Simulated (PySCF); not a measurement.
isotetrasilane (H10Si4), SMILES [SiH3][SiH]([SiH3])[SiH3]. The structure is a stationary point at PBE0-D3(BJ)/def2-SVP.

Computed equilibrium geometry at PBE0-D3(BJ)/def2-SVP (PySCF confirms it by a frequency run) as bond lengths and angles, and its point group:
point group C3.
Atoms: Si1 Si2 Si3 Si4 H5 H6 H7 H8 H9 H10 H11 H12 H13 H14. Bonded distances (Å): Si1–Si2 2.345, Si1–H5 1.495, Si1–H6 1.496, Si1–H7 1.495, Si2–Si3 2.345, Si2–Si4 2.345, Si2–H8 1.499, Si3–H9 1.495, Si3–H10 1.496, Si3–H11 1.495, Si4–H12 1.495, Si4–H13 1.495, Si4–H14 1.496. Bond angles (°): Si2–Si1–H5 110.8, Si2–Si1–H6 108.8, Si2–Si1–H7 110.8, H5–Si1–H6 108.7, H5–Si1–H7 109.0, H6–Si1–H7 108.7, Si1–Si2–Si3 109.0, Si1–Si2–Si4 109.0, Si1–Si2–H8 109.9, Si3–Si2–Si4 109.0, Si3–Si2–H8 109.9, Si4–Si2–H8 109.9, Si2–Si3–H9 110.8, Si2–Si3–H10 108.8, Si2–Si3–H11 110.8, H9–Si3–H10 108.7, H9–Si3–H11 109.0, H10–Si3–H11 108.7, Si2–Si4–H12 110.8, Si2–Si4–H13 110.8, Si2–Si4–H14 108.8, H12–Si4–H13 109.0, H12–Si4–H14 108.7, H13–Si4–H14 108.7.
